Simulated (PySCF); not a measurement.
## [Pm(H2O)2]3+ at several levels of theory

Computed with PySCF 2.14.0 (density fitting, no spin-orbit coupling) at the geometry relaxed with BP86:

```xyz
7
[Pm(H2O)2]3+ (singlet in the valence; each metal's 4f electrons, 4 of them, lie in its core potential, out of spins and levels)
Pm    0.3438   -1.1222    0.0121
O    -0.0638    0.1828    1.8515
H     0.4195    1.0079    2.1635
H    -0.7455    0.0415    2.5775
O     0.0253    0.1611   -1.8561
H     0.2455   -0.0683   -2.8105
H    -0.3815    1.0763   -1.9380
```

| level | basis | state | HOMO (eV) | gap (eV) | charge on Pm1 (e) | population of f-type functions on Pm1 (polarisation alone where 4f lies in the core) | dipole about the centre of mass (D) | largest force component (eV/Å) |
| --- | --- | --- | --- | --- | --- | --- | --- | --- |
| BP86 | Pm lcecp-1-SVP with ECP50, O def2-SVP, H def2-SVP | singlet | -24.51 | 5.12 | 2.17 | 0.04 | 3.17 | 0.02 |
| BP86 | Pm lcecp-1-TZVP with ECP50, O def2-TZVP, H def2-TZVP | singlet | -24.53 | 5.19 | 2.36 | 0.05 | 3.16 | 0.29 |

In the lcecp rows the 4f levels are missing from HOMO and gap, and the state counts the valence alone.

Charges are Mulliken's, which hang on the basis. The relaxation used the grid (50, 194), these runs (75, 302) or, all-electron (x2c bases, spin-free X2C Hamiltonian), (99, 590).

**Question.** Order these levels, in the first row's basis, by the HOMO–LUMO gap they give here, smallest first.
A. B3LYP
B. r2SCAN
C. TPSSh
D. TPSS

**Answer.** D (5.32 eV), B (5.87 eV), C (6.37 eV), A (7.10 eV).

**Question.** And their other results?

**Answer.** 
```tsv
level	state	HOMO (eV)	gap (eV)	charge on Pm1 (e)	population of f-type functions on Pm1 (polarisation alone where 4f lies in the core)	dipole about the centre of mass (D)	largest force component (eV/Å)
B3LYP	singlet	-25.83	7.10	2.23	0.04	2.92	0.44
TPSSh	singlet	-25.14	6.37	2.24	0.04	2.95	0.34
TPSS	singlet	-24.46	5.32	2.20	0.04	3.07	0.18
r2SCAN	singlet	-24.75	5.87	2.25	0.04	2.93	0.42
```

In the first row's basis the gap widens with exact exchange: 5.1 to 5.9 eV for BP86, TPSS, r2SCAN (none); 6.4 to 7.1 eV for TPSSh, B3LYP (a fixed share).

An lcecp potential fixes the number of 4f electrons, so in runs with it no electron can move into or out of that shell.
